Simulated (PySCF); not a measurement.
# Two-component Hartree-Fock for Ar⁴⁺ (argon, charge +4)

Start: [Ne] 3s2 3p2; 3p1/2 filled at m_j = -1/2, +1/2. Calculated with PySCF 2.14 in an even-tempered Gaussian basis (21 s from 0.14 bohr⁻², ratio 2.4; 14 p from 0.18 bohr⁻², ratio 2.4; 5 d from 1.3 bohr⁻², ratio 2.6; 5 f from 2 bohr⁻², ratio 2.6): generalised Hartree-Fock with the X2C-1e Hamiltonian and a Gaussian nucleus; one run each with spin-orbit coupling (SO) switched off, then screened by Boettger's factors.

```json
{"spinor shell": "1s1/2", "electrons": "2", "ε, spin-free (eV)": "-3311.2", "ε, screened SO (eV)": "-3311.2", "weight of nominal j (screened SO)": "1.000", "rms radius, screened SO (bohr)": "0.0991"}
{"spinor shell": "2s1/2", "electrons": "2", "ε, spin-free (eV)": "-405.59", "ε, screened SO (eV)": "-405.56", "weight of nominal j (screened SO)": "1.000", "rms radius, screened SO (bohr)": "0.444"}
{"spinor shell": "2p1/2", "electrons": "2", "ε, spin-free (eV)": "-328.30", "ε, screened SO (eV)": "-330.61", "weight of nominal j (screened SO)": "0.870", "rms radius, screened SO (bohr)": "0.413"}
{"spinor shell": "3s1/2", "electrons": "2", "ε, spin-free (eV)": "-89.267", "ε, screened SO (eV)": "-89.257", "weight of nominal j (screened SO)": "1.000", "rms radius, screened SO (bohr)": "1.35"}
{"spinor shell": "3p1/2", "electrons": "2", "ε, spin-free (eV)": "-74.403", "ε, screened SO (eV)": "-74.444", "weight of nominal j (screened SO)": "0.533", "rms radius, screened SO (bohr)": "1.44"}
```

Task: Where does 2p3/2 lie, and what is the 2p spin-orbit splitting (screened SO)?

Result: At -327.11 eV, 3.498 eV above 2p1/2.

```
   quantity   spin-free  screened SO
E (hartree)  -523.52622   -523.53149
        M_J           0            0
       ⟨J²⟩       2.006        1.839
       ⟨L²⟩       2.004        2.002
       ⟨S²⟩       2.002        1.998
```

The determinant has a definite M_J but mixes levels of different J.

Each row is a mean over spinors that exchange with the open shell spreads, by up to 8.563 eV (3s1/2).

Rows whose weight is well below 1 are mixtures of j = l ± 1/2: exchange outweighs spin-orbit coupling there, and the label is only the starting occupation.

Without spin-orbit coupling the j labels of p, d and f shells carry no meaning; the spin-free column gives the mean over the occupied spinors of each nl shell.
